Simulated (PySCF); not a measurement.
Gas-phase reaction: 4 GeCl2 + Ge2H6 = 5 GeHCl + GeHCl3

Computed with PySCF and rigid-rotor harmonic-oscillator thermochemistry at 1 bar. † marks an energy on the PBE0/def2-TZVP geometry and frequencies. MP2 and CCSD(T) freeze the core. All species are closed-shell singlets. B3LYP is the form with VWN-RPA correlation. Ge: all electrons, no relativistic terms. GeHCl: computed as isolated molecules; such fragments, hydroxides, amides, oligomers or adducts are transient or little studied in the gas. MP2 isn't extrapolated to the basis-set limit. CCSD(T) isn't extrapolated to the basis-set limit.

```json
[
 {"level": "B3LYP/def2-TZVP†", "ΔH°(298 K), kJ": "396"},
 {"level": "BLYP/def2-TZVP†", "ΔH°(298 K), kJ": "396"},
 {"level": "CCSD(T)/def2-SVP†", "ΔH°(298 K), kJ": "?"},
 {"level": "MP2/def2-SVP†", "ΔH°(298 K), kJ": "?"},
 {"level": "PBE/def2-TZVP†", "ΔH°(298 K), kJ": "426"},
 {"level": "PBE0/def2-QZVP†", "ΔH°(298 K), kJ": "?"},
 {"level": "LDA/def2-TZVP†", "ΔH°(298 K), kJ": "476"},
 {"level": "ωB97M-V/def2-TZVP†", "ΔH°(298 K), kJ": "396"},
 {"level": "ωB97X-V/def2-TZVP†", "ΔH°(298 K), kJ": "?"}
]
```

Problem. Fill in the missing entries.

Solution. 
- CCSD(T)/def2-SVP†, ΔH°(298 K), kJ: 378
- MP2/def2-SVP†, ΔH°(298 K), kJ: 405
- PBE0/def2-QZVP†, ΔH°(298 K), kJ: 418
- ωB97X-V/def2-TZVP†, ΔH°(298 K), kJ: 402
